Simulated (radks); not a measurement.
Spherical quantum dot in the effective-mass picture: electrons in a parabolic well V = omega^2 r^2 / 2 with omega = 1.06, with a point charge +1 (a donor) at the centre, all in effective atomic units (hartree* = m*/eps^2 hartree, bohr* = eps/m* bohr), one dielectric constant everywhere. Method: non-relativistic Kohn-Sham, PBEsol, spin-polarised, spherical densities; computed with a radial shooting solver with Libxc functionals. Levels are named by radial order and angular momentum (1s, 1p, 1d, 2s, ...), and open shells are averaged over m. Each electron was tried in the lowest free levels, single moves between levels near the top were tried too, and the lowest total energy was kept; such a search can miss a lower state. At N = 1 the Hartree and exchange-correlation terms need not cancel, so that row can carry a self-interaction error.

N,open shells,2S,E (hartree*),mu = E(N) - E(N-1) (hartree*),addition energy mu(N+1) - mu(N) (hartree*),e(HOMO) (hartree*),rms radius (bohr*)
1,"1s(up 1, down 0)",1,0.266414,0.26641,0.9604,0.64313,0.9632
2,none,0,1.49327,1.2269,1.917,1.5640,1.048
3,"1p(up 1, down 0)",1,4.63734,3.1441,0.5030,3.3914,1.260
4,"1p(up 2, down 0)",2,8.28442,3.6471,0.5121,3.9036,1.375
5,"1p(up 3, down 0)",3,12.4436,4.1592,0.6557,4.4136,1.457
6,"1p(up 3, down 1)",2,17.2584,4.8148,0.4538,5.0387,1.527
7,"1p(up 3, down 2)",1,22.5270,5.2686,0.4616,5.4995,1.586
8,none,0,28.2572,5.7302,1.079,5.9603,1.638
9,"2s(up 1, down 0)",1,35.0666,6.8094,0.4794,7.0186,1.709
10,none,0,42.3555,7.2888,0.5058,7.4951,1.771
11,"1d(up 1, down 0)",1,50.1501,7.7946,0.3895,7.9897,1.826
12,"1d(up 2, down 0)",2,58.3342,8.1841,0.3870,8.3781,1.875
13,"1d(up 3, down 0)",3,66.9053,8.5711,0.3836,8.7635,1.919
14,"1d(up 4, down 0)",4,75.8600,8.9547,0.3798,9.1452,1.961
15,"1d(up 5, down 0)",5,85.1944,9.3345,0.4736,9.5230,1.999
16,"1d(up 5, down 1)",4,95.0025,9.8081,0.3601,9.9883,2.036
17,"1d(up 5, down 2)",3,105.171,10.168,0.3586,10.348,2.071
18,"1d(up 5, down 3)",2,115.698,10.527,0.3563,10.705,2.104
19,"1d(up 5, down 4)",1,126.581,10.883,0.3536,11.060,2.135
20,none,0,137.817,11.237,0.9765,11.413,2.165
21,"1f(up 1, down 0)",1,150.031,12.213,0.3261,12.377,2.202
22,"1f(up 2, down 0)",2,162.570,12.539,0.3245,12.702,2.236
23,"1f(up 3, down 0)",3,175.434,12.864,0.3226,13.025,2.268
24,"1f(up 4, down 0)",4,188.620,13.186,0.3206,13.347,2.299
25,"1f(up 5, down 0)",5,202.128,13.507,0.3186,13.667,2.329
26,"1f(up 6, down 0)",6,215.953,13.826,-,13.984,2.357

All shells are closed at N = 2, 8, 10, 20 (there: 1s2 1p6 1d10 2s2); the second difference of the energy has clear peaks (12 % above both neighbours; the first and last values, which can be the largest, are not judged, and half-filled shells can peak too) at N = 2, 5, 8, 15, 20.
